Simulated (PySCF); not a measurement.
## Single point on SeBr

State: ²Π (doublet), unpaired electrons π ↑.

An equivalent input (the run itself took its basis sets from the Basis Set Exchange, started from a PBE0 density and held the occupation σ 15α 15β, πx 8α 8β, πy 8α 7β, δx 2α 2β, δy 2α 2β):

```python
from pyscf import gto, scf, cc
mol = gto.M(atom='Se 0 0 0; Br 0 0 2.273', basis={'Se': 'def2-TZVPP', 'Br': 'def2-TZVPP'},
            charge=0, spin=1, verbose=4, symmetry='C2v')
mf = scf.UHF(mol)
mf.irrep_nelec = {'A1': (17, 17), 'A2': (2, 2), 'B1': (8, 8), 'B2': (8, 7)}
mf.conv_tol = 1e-9
mf.max_cycle = 60
mf.diis_space = 10
mf.kernel()
mycc = cc.CCSD(mf, frozen=[[0, 1, 2, 3, 4, 5, 6, 7, 8, 9, 10, 11, 12, 13, 14, 15, 16, 17], [0, 1, 2, 3, 4, 5, 6, 7, 8, 9, 10, 11, 12, 13, 14, 15, 16, 17]])
mycc.run(conv_tol=1e-7, conv_tol_normt=1e-5, max_cycle=80, diis_space=8)
et = mycc.ccsd_t()
```

The SCF ended at -4972.25831616 hartree. The coupled-cluster part of the log:

```
******** <class 'pyscf.cc.uccsd.UCCSD'> ********
CC2 = 0
CCSD nocc = (17, 16), nmo = (78, 78)
frozen orbitals [[0, 1, 2, 3, 4, 5, 6, 7, 8, 9, 10, 11, 12, 13, 14, 15, 16, 17], [0, 1, 2, 3, 4, 5, 6, 7, 8, 9, 10, 11, 12, 13, 14, 15, 16, 17]]
max_cycle = 80
direct = 0
conv_tol = 1e-07
conv_tol_normt = 1e-05
diis_space = 8
diis_start_cycle = 0
diis_start_energy_diff = 1e+09
Init t2, MP2 energy = -0.51222857872109
Init E_corr(UCCSD) = -0.512228578727915
cycle = 1  E_corr(UCCSD) = -0.510347054873541  dE = 0.00188152385  norm(t1,t2) = 0.0794771
cycle = 2  E_corr(UCCSD) = -0.523142775105277  dE = -0.0127957202  norm(t1,t2) = 0.0244797
cycle = 3  E_corr(UCCSD) = -0.523634492380036  dE = -0.000491717275  norm(t1,t2) = 0.0169866
cycle = 4  E_corr(UCCSD) = -0.525514846080096  dE = -0.0018803537  norm(t1,t2) = 0.00978109
cycle = 5  E_corr(UCCSD) = -0.525603285601165  dE = -8.84395211e-05  norm(t1,t2) = 0.00564852
cycle = 6  E_corr(UCCSD) = -0.525255858533383  dE = 0.000347427068  norm(t1,t2) = 0.00188498
cycle = 7  E_corr(UCCSD) = -0.525361534496707  dE = -0.000105675963  norm(t1,t2) = 0.000652382
cycle = 8  E_corr(UCCSD) = -0.525369121207798  dE = -7.58671109e-06  norm(t1,t2) = 0.000148818
cycle = 9  E_corr(UCCSD) = -0.52536039786624  dE = 8.72334156e-06  norm(t1,t2) = 4.95213e-05
cycle = 10  E_corr(UCCSD) = -0.525361112650354  dE = -7.14784115e-07  norm(t1,t2) = 1.56667e-05
cycle = 11  E_corr(UCCSD) = -0.525361277854467  dE = -1.65204113e-07  norm(t1,t2) = 6.38932e-06
cycle = 12  E_corr(UCCSD) = -0.525361279851198  dE = -1.99673067e-09  norm(t1,t2) = 1.97861e-06
UCCSD converged
E(UCCSD) = -4972.783677443399  E_corr = -0.5253612798511981
UCCSD(T) correction = -0.0192185132774247
```

T1 diagnostic 0.014, D1 0.094, 33 electrons correlated.

Repeating this along the bond gives Re = 2.281 Å and ωe = 323 cm⁻¹.

A point of this curve took 260 CPU seconds beside 1 for the integrals, on Arm Neoverse V2 (shared host).

Correlated steps freeze 18 core orbitals. Spin–orbit coupling is left out. The state was picked by a PBE0 search and need not be the measured ground state.
